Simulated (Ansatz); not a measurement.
Ge(OH)4 (GeO4H4), 9 atoms. Hardware: 4 threads of Intel Xeon on a shared host.

**Question.** How many basis functions does each of these Ansatz runs have, and roughly what does it cost? PBE-D4/def2-SVP, charge 0 singlet, relaxation, 6 steps; PBE0-D4/def2-TZVP, charge 0 triplet at the geometry of the charge 0 singlet, energy; LC-ωPBE (ω = 0.15 bohr⁻¹)/def2-TZVP, charge 0 singlet, energy, from earlier orbitals; PBE-D4/def2-TZVP, charge 1 doublet at the geometry of the charge 0 singlet, energy, from earlier orbitals; PBE-D4/def2-SVP, charge 0 singlet, energy, from earlier orbitals; LC-ωPBE (ω = 0.20 bohr⁻¹)/def2-TZVP, charge 1 doublet at the geometry of the charge 0 singlet, energy, from earlier orbitals; BLYP-D4/def2-TZVP, charge 0 singlet, energy, from earlier orbitals; PBE-D4/def2-TZVP, charge 0 singlet, energy, from earlier orbitals; PBE-D4/def2-SVP, charge 0 singlet, frequencies; PBE-D4/def2-TZVPD, charge -1 doublet at the geometry of the charge 0 singlet, energy, from earlier orbitals; LC-ωPBE (ω = 0.10 bohr⁻¹)/def2-TZVP, charge -1 doublet at the geometry of the charge 0 singlet, energy, from earlier orbitals; LC-ωPBE (ω = 0.30 bohr⁻¹)/def2-TZVP, charge 1 doublet at the geometry of the charge 0 singlet, energy, from earlier orbitals.

**Answer.** Other jobs shared the machine, so times can vary by a factor of up to 3. A dash marks memory too small to be measured apart from the calling script's.

| run | functions | fitting or Cholesky vectors | wall time | peak host memory (GiB) |
| --- | --- | --- | --- | --- |
| PBE-D4/def2-SVP, charge 0 singlet, energy, from earlier orbitals | 108 | 1155 | 0.75 s | – |
| PBE-D4/def2-TZVP, charge 0 singlet, energy, from earlier orbitals | 196 | 1138 | 1.5 s | – |
| BLYP-D4/def2-TZVP, charge 0 singlet, energy, from earlier orbitals | 196 | 1138 | 1.7 s | – |
| LC-ωPBE (ω = 0.15 bohr⁻¹)/def2-TZVP, charge 0 singlet, energy, from earlier orbitals | 196 | 1138 | 1.9 s | – |
| PBE-D4/def2-TZVP, charge 1 doublet at the geometry of the charge 0 singlet, energy, from earlier orbitals | 196 | 1138 | 3.3 s | – |
| PBE-D4/def2-TZVPD, charge -1 doublet at the geometry of the charge 0 singlet, energy, from earlier orbitals | 250 | 1313 | 5 s | – |
| LC-ωPBE (ω = 0.10 bohr⁻¹)/def2-TZVP, charge -1 doublet at the geometry of the charge 0 singlet, energy, from earlier orbitals | 196 | 1138 | 5 s | – |
| PBE-D4/def2-SVP, charge 0 singlet, relaxation, 6 steps | 108 | 1155 | 6.5 s | – |
| LC-ωPBE (ω = 0.20 bohr⁻¹)/def2-TZVP, charge 1 doublet at the geometry of the charge 0 singlet, energy, from earlier orbitals | 196 | 1138 | 9 s | 0.59 |
| LC-ωPBE (ω = 0.30 bohr⁻¹)/def2-TZVP, charge 1 doublet at the geometry of the charge 0 singlet, energy, from earlier orbitals | 196 | 1138 | 9 s | 0.64 |
| PBE0-D4/def2-TZVP, charge 0 triplet at the geometry of the charge 0 singlet, energy | 196 | 1181 | 24 s | 0.94 |
| PBE-D4/def2-SVP, charge 0 singlet, frequencies | 108 | 1155 | 41 s | – |
